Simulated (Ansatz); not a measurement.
`N=C=CNB[SiH3]` + `C[SiH2]O` → `C[SiH2]OB[SiH3]` + `N=C=CN`  (ligand exchange at a B–N bond)

Gas-phase electronic energies from Ansatz, PBE0-D4/def2-TZVP geometries. CBS: MP2 limit from def2 TZ/QZ plus the TZ coupled-cluster correction, frozen cores. This one scheme is used for every species. DFT in def2-TZVPP. Each species was taken in one conformer, which may not be the lowest.

CCSD(T)/CBS gives +24.3 kJ/mol.

Another level gave +23.7 kJ/mol. Which?
A. ωB97X-V/def2-TZVPP
B. r2SCAN/def2-TZVPP
C. HF/def2-TZVPP
D. CCSD(T)/def2-TZVPP

D. CCSD(T)/def2-TZVPP 23.7, r2SCAN 27.9, HF/def2-TZVPP 7.2, ωB97X-V 19.4 kJ/mol.

Largest T1 diagnostic among the species: 0.016.

From PBE to PBE0 (25 % exact exchange), in def2-TZVPP and without D4, ΔE moves by −3.4 kJ/mol. In def2-TZVPP, CCSD(T) changes the Hartree–Fock value by +16.4 kJ/mol (the triples alone add +2.9 kJ/mol) and MP2 by +20.0 kJ/mol.
